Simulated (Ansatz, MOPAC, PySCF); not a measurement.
Si14H20 nanodot `[SiH2]1[SiH]2[SiH2][SiH]3[SiH]4[SiH2][SiH]5[SiH2][SiH]([SiH]14)[SiH]([SiH2]2)[SiH]3[SiH2]5`, neutral singlet in the gas phase. 

Cartesian coordinates (Å):
SMILES: [SiH]12[SiH2][SiH]3[SiH]4[SiH]([SiH2]2)[SiH]2[SiH]([SiH]3[SiH2][SiH]([SiH2]4)[SiH2]2)[SiH2]1
```xyz
34

Si    -3.4027    -0.6816    -0.6794
Si    -2.0434    -2.0414    -2.0412
Si    -0.6824    -3.4021    -0.6821
Si     0.6776    -2.0399     0.6757
Si    -0.6753    -0.6774     2.0400
Si     0.6861     0.6795     3.4017
Si     2.0435     2.0419     2.0406
Si     0.6817     3.4024     0.6821
Si    -0.6776     2.0399    -0.6762
Si    -2.0392     0.6770     0.6788
Si     0.6757     0.6777    -2.0402
Si    -0.6855    -0.6792    -3.4021
Si     2.0394    -0.6769    -0.6790
Si     3.4028     0.6812     0.6798
H     -4.2870     0.1831    -1.5443
H     -4.2861    -1.5474     0.1853
H     -2.9166    -2.9135    -2.9134
H      0.1809    -4.2866    -1.5481
H     -1.5479    -4.2854     0.1829
H      1.5585    -2.8971     1.5552
H     -1.5548    -1.5579     2.8976
H     -0.1758     1.5429     4.2901
H      1.5543    -0.1867     4.2812
H      2.9167     2.9142     2.9126
H     -0.1823     4.2855     1.5488
H      1.5463     4.2871    -0.1823
H     -1.5585     2.8969    -1.5557
H     -2.8956     1.5571     1.5598
H      1.5552     1.5583    -2.8976
H      0.1765    -1.5430    -4.2900
H     -1.5533     0.1870    -4.2820
H      2.8958    -1.5569    -1.5600
H      4.2854    -0.1841     1.5458
H      4.2879     1.5458    -0.1842
```
Charge 0, multiplicity 1.

All levels are single points at this geometry (PBE-D3(BJ)/def2-SVP); Pople sets use spherical d functions. Orbital energies aren't observables, and empty levels follow the basis.

PM7 in MOPAC gives HOMO (eV) = -9.72.

**Question.** Estimate the HOMO (eV) from each of these levels: CAM-B3LYP-D3(BJ)/def2-SVP in Ansatz (a quantum-chemistry and plane-wave program); PBE-D3(BJ)/def2-SVP in Ansatz; PBE0-D3(BJ)/def2-SVP in Ansatz; HF/STO-3G in PySCF; AM1 in MOPAC; PM3 in MOPAC; PM6 in MOPAC.

**Answer.** 
```tsv
level	HOMO (eV)
CAM-B3LYP-D3(BJ)/def2-SVP in Ansatz	-8.43
PBE-D3(BJ)/def2-SVP in Ansatz	-6.34
PBE0-D3(BJ)/def2-SVP in Ansatz	-7.34
HF/STO-3G in PySCF	-6.62
AM1 in MOPAC	-9.82
PM3 in MOPAC	-8.61
PM6 in MOPAC	-8.73
```
